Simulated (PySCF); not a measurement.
Electric field gradients and quadrupole coupling constants

Species: TaCl₅ (singlet state).
Structure used (PBE0-D3(BJ)/def2-SVP), in Å, numbered top down from 1:
```xyz
6
TaCl5 angstrom
Ta    -0.0032   -0.0011    0.0002
Cl    -0.0237   -0.0117    2.3267
Cl     0.0148    0.0089   -2.3263
Cl     2.2803    0.0113    0.0211
Cl    -1.1385    1.9838    0.0000
Cl    -1.1298   -1.9912   -0.0218
```

Field gradients from the PBE0/pcSseg-1 (def2-TZVP on Ta) density (PySCF, non-relativistic but for the core potentials past Kr), principal values in atomic units, ordered |Vxx| ≤ |Vyy| ≤ |Vzz|:

```csv
atom,Vxx,Vyy,Vzz
Cl2,-0.3401,-0.3528,0.6930
Cl3,-0.3366,-0.3572,0.6937
Cl4,-0.2351,-1.0211,1.2563
Cl5,-0.2355,-1.0223,1.2578
Cl6,-0.2342,-1.0212,1.2554
```

Question: Find the asymmetry η = (Vxx − Vyy)/Vzz and the couplings χ = eQV/h (234.96 MHz × Q in barn × V in au), with Q(35Cl) = −0.0817 b.

Answer: 
```json
{"atom": "Cl2", "environment": "chlorine bonded to Ta", "nucleus": "35Cl", "η": "0.02", "χzz (MHz)": "-13.30", "χxx (MHz)": "6.53", "χyy (MHz)": "6.77"}
{"atom": "Cl3", "environment": "chlorine bonded to Ta", "nucleus": "35Cl", "η": "0.03", "χzz (MHz)": "-13.32", "χxx (MHz)": "6.46", "χyy (MHz)": "6.86"}
{"atom": "Cl4", "environment": "chlorine bonded to Ta", "nucleus": "35Cl", "η": "0.63", "χzz (MHz)": "-24.12", "χxx (MHz)": "4.51", "χyy (MHz)": "19.60"}
{"atom": "Cl5", "environment": "chlorine bonded to Ta", "nucleus": "35Cl", "η": "0.63", "χzz (MHz)": "-24.15", "χxx (MHz)": "4.52", "χyy (MHz)": "19.62"}
{"atom": "Cl6", "environment": "chlorine bonded to Ta", "nucleus": "35Cl", "η": "0.63", "χzz (MHz)": "-24.10", "χxx (MHz)": "4.50", "χyy (MHz)": "19.60"}
```

The gradient is axial or nearly so (η below 0.05) at Cl2 and Cl3. The tensor is traceless: Vxx + Vyy + Vzz = 0.

Question: What is Vzz at Cl3 in SI units (1 au = 9.71736 × 10²¹ V/m²)?

Answer: 0.6937 au = 6.741 × 10²¹ V/m².

Isolated species at its PBE0-D3(BJ)/def2-SVP geometry, gas phase. Atoms past krypton carry effective core potentials; spin–orbit coupling is left out. The small basis limits the accuracy of the gradients.

The run behind these numbers computed NMR shieldings as well. Time: 15 s of wall time. Hardware: an x86-64 server with one thread, no GPU (shared host).
